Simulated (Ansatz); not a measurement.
GaH5OSSi (`[OH][GaH][S][SiH3]`), 9 atoms. Total charge 0; spin multiplicity 1. Correlated methods include outer-core shells of Ga, which these sets cover unevenly. Scalar relativity is left out up to krypton. All runs use 4 threads of an Arm Neoverse V1 on a shared host. Correlated methods freeze the cores.

Question: Give the basis size and wall time and peak host memory of each of these runs in Ansatz. RKS PBE0-D4/def2-QZVPP energy; RKS CAM-B3LYP-D4/def2-TZVPP energy; RKS SPW92 (LDA)/def2-TZVPP energy; RKS ωB97M-V/def2-QZVPP energy; RHF-MP2/def2-QZVPP energy; RHF-CCSD(T)/def2-TZVPP energy; RKS PBE0-D4/def2-SVP energy; RKS PBE0-D4/def2-TZVP frequencies; RKS PBE0-D4/def2-TZVP relaxation (8 steps); RHF-CCSD(T)/def2-SVP energy; RKS BLYP-D4/def2-TZVPP energy; direct RPA on PBE orbitals/def2-TZVPP energy. (An estimate is asked.)

Answer: Computed: Other jobs shared the machine, so times are rough.

```csv
level,job,functions,wall time,peak host memory (GiB)
RKS SPW92 (LDA)/def2-TZVPP,energy,233,1.4 s,0.32
RKS PBE0-D4/def2-SVP,energy,107,1.7 s,0.43
RKS BLYP-D4/def2-TZVPP,energy,233,2.6 s,0.33
RKS CAM-B3LYP-D4/def2-TZVPP,energy,233,4.4 s,0.76
direct RPA on PBE orbitals/def2-TZVPP,energy,233,5.5 s,0.5
RHF-CCSD(T)/def2-SVP,energy,107,5.5 s,0.44
RKS PBE0-D4/def2-QZVPP,energy,436,11 s,1.8
RKS ωB97M-V/def2-QZVPP,energy,436,23 s,2.1
RHF-MP2/def2-QZVPP,energy,436,26 s,2.4
RKS PBE0-D4/def2-TZVP,relaxation (8 steps),183,35 s,0.56
RKS PBE0-D4/def2-TZVP,frequencies,183,2.2 min,0.56
RHF-CCSD(T)/def2-TZVPP,energy,233,2.5 min,3.8
```
